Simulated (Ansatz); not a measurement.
`CC1=CC(C(F)(F)F)=[O+][In-]([CH3])([CH3])[O]1` and `CC1=CC(C(F)(F)F)=[O+][Ga-]([CH3])([CH3])[O]1` differ in one element.

Ansatz, PBE0-D4/def2-TZVP geometries, multiplicity 1. 

Elements past krypton have def2 core potentials. Scalar relativity is left out up to krypton.

```json
{"property": "LUMO energy (PBE/def2-TZVPP) / eV", "`CC1=CC(C(F)(F)F)=[O+][In-]([CH3])([CH3])[O]1`": "-2.79"}
{"property": "LUMO energy (ωB97M-V/def2-TZVPP) / eV", "`CC1=CC(C(F)(F)F)=[O+][In-]([CH3])([CH3])[O]1`": "0.13"}
{"property": "HOMO–LUMO gap (ωB97M-V/def2-TZVPP) / eV", "`CC1=CC(C(F)(F)F)=[O+][In-]([CH3])([CH3])[O]1`": "9.31"}
{"property": "HOMO energy (B3LYP/def2-TZVPP) / eV", "`CC1=CC(C(F)(F)F)=[O+][In-]([CH3])([CH3])[O]1`": "-6.88"}
{"property": "size of the dipole moment (ωB97M-V/def2-TZVPP) / D", "`CC1=CC(C(F)(F)F)=[O+][In-]([CH3])([CH3])[O]1`": "2.97"}
{"property": "LUMO energy (B3LYP/def2-TZVPP) / eV", "`CC1=CC(C(F)(F)F)=[O+][In-]([CH3])([CH3])[O]1`": "-2.16"}
```

Q: What does the change do to each property? (Best estimate.)

A: Computed: 
| property | `CC1=CC(C(F)(F)F)=[O+][Ga-]([CH3])([CH3])[O]1` | shift |
| --- | --- | --- |
| LUMO energy (PBE/def2-TZVPP) / eV | -3.10 | -0.31 |
| LUMO energy (ωB97M-V/def2-TZVPP) / eV | -0.17 | -0.30 |
| HOMO–LUMO gap (ωB97M-V/def2-TZVPP) / eV | 9.15 | -0.16 |
| HOMO energy (B3LYP/def2-TZVPP) / eV | -6.99 | -0.11 |
| size of the dipole moment (ωB97M-V/def2-TZVPP) / D | 3.25 | 0.28 |
| LUMO energy (B3LYP/def2-TZVPP) / eV | -2.48 | -0.32 |

With PBE0 the HOMO falls by 0.11 eV and the LUMO falls by 0.32 eV, so the gap narrows by about 0.21 eV. PBE moves the HOMO by -0.06 eV and ωB97M-V by -0.14 eV. Dipoles are sizes alone; their direction can turn.

B3LYP here is the variant with VWN-RPA as its local correlation; programs differ in this.
